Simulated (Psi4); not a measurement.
BFO, triplet, geometry from GFN2-xTB (a higher spin typed on purpose: for a closed-shell molecule this is an excited state), with bond 1-2 at 2.0 times its length. Base run: PBE0/def2-TZVP (Psi4).

Input for Psi4:
```
memory 2 GB

molecule mol {
0 3
F    -2.035110    1.041317    0.587044
B     0.042679   -0.546825   -0.352135
O     1.094068    0.063613    0.087948
}

set {
  basis def2-tzvp
  reference uks
}

energy('pbe0')
print_variables()
```

The base run was repeated with changes; each row names its change, and settings that it needs were set with it.

```json
[
 {"change": "base", "ΔE vs base (µEh)": "0.0", "SCF cycles": "23", "grid points": "66397", "basis functions": "93", "outcome": "converged"},
 {"change": "dft_radial_scheme = mura", "ΔE vs base (µEh)": "0.2", "SCF cycles": "23", "grid points": "66619", "basis functions": "93", "outcome": "converged"},
 {"change": "d_convergence = 1e-10", "ΔE vs base (µEh)": "0.0", "SCF cycles": "32", "grid points": "66397", "basis functions": "93", "outcome": "converged"},
 {"change": "puream = true", "ΔE vs base (µEh)": "0.0", "SCF cycles": "23", "grid points": "66397", "basis functions": "93", "outcome": "converged"},
 {"change": "level_shift = 1.0", "ΔE vs base (µEh)": "0.0", "SCF cycles": "26", "grid points": "66397", "basis functions": "93", "outcome": "converged"},
 {"change": "scf_initial_accelerator = none", "ΔE vs base (µEh)": "-", "SCF cycles": "-", "grid points": "-", "basis functions": "93", "outcome": "not converged"},
 {"change": "d_convergence = 1e-4", "ΔE vs base (µEh)": "0.0", "SCF cycles": "21", "grid points": "66397", "basis functions": "93", "outcome": "converged"},
 {"change": "guess = modhuckel", "ΔE vs base (µEh)": "0.0", "SCF cycles": "32", "grid points": "66397", "basis functions": "93", "outcome": "converged"},
 {"change": "soscf = true", "ΔE vs base (µEh)": "0.1", "SCF cycles": "25", "grid points": "66397", "basis functions": "93", "outcome": "converged"},
 {"change": "guess = gwh", "ΔE vs base (µEh)": "3150", "SCF cycles": "24", "grid points": "66397", "basis functions": "93", "outcome": "another SCF solution"},
 {"change": "e_convergence = 1e-4", "ΔE vs base (µEh)": "0.0", "SCF cycles": "23", "grid points": "66397", "basis functions": "93", "outcome": "converged"},
 {"change": "scf_type = direct", "ΔE vs base (µEh)": "7.8", "SCF cycles": "25", "grid points": "66397", "basis functions": "93", "outcome": "converged"},
 {"change": "diis_max_vecs = 15", "ΔE vs base (µEh)": "0.0", "SCF cycles": "24", "grid points": "66397", "basis functions": "93", "outcome": "converged"}
]
```

A guess, shift, damping, solver or small numerical setting can't move a converged solution much, so rows marked as another SCF solution ended in a different state.

Open shells are given as the SCF converged; they aren't shown to be the lowest states, and a large step between rows can be another state.
